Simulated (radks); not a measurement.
Removal energies from the xenon ion Xe+, [Kr] 4d10 5s2 5p5, by Delta-SCF beside the eigenvalue of the level emptied. Calculated with a radial shooting solver on a logarithmic mesh with Libxc functionals: scalar-relativistic Kohn-Sham, r2SCAN, spin-polarised, spherical densities, finite nucleus; meta-GGA in the generalised Kohn-Sham scheme; Fermi nuclear charge, rms radius of each element as measured or else 0.836 A^(1/3) + 0.57 fm. Open shells are filled with parallel spins first.

removed from             final configuration  Delta-SCF (eV)  -eigenvalue (eV)
5p                         [Kr] 4d10 5s2 5p4          21.234            16.867
5s                         [Kr] 4d10 5s1 5p5          34.156            29.271
4d                          [Kr] 4d9 5s2 5p5          79.357            70.645
4p            [Ar] 3d10 4s2 4p5 4d10 5s2 5p5          164.21            154.74
